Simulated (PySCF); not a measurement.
GaH, neutral, multiplicity 1.

```xyz
2

Ga     0.0000     0.0000    -0.0525
H      0.0000     0.0000     1.6288
```

Geometry: PBE0-D3(BJ)/def2-TZVPD.

The numbers are results of KT2/pcSseg-2 run with PySCF, not measurements. Non-relativistic, no solvent.

Task: Give the absolute GIAO shielding of each atom: isotropic value and principal components (ppm). (An estimate is asked for; the answer gives what the named calculation found.)

Result: 
| atom | σ(iso) | σ11 | σ22 | σ33 | span |
|---|---|---|---|---|---|
| Ga1 | 753.1 | -190.8 | -190.8 | 2640.9 | 2831.7 |
| H2 | 21.4 | 13.1 | 13.1 | 37.9 | 24.8 |
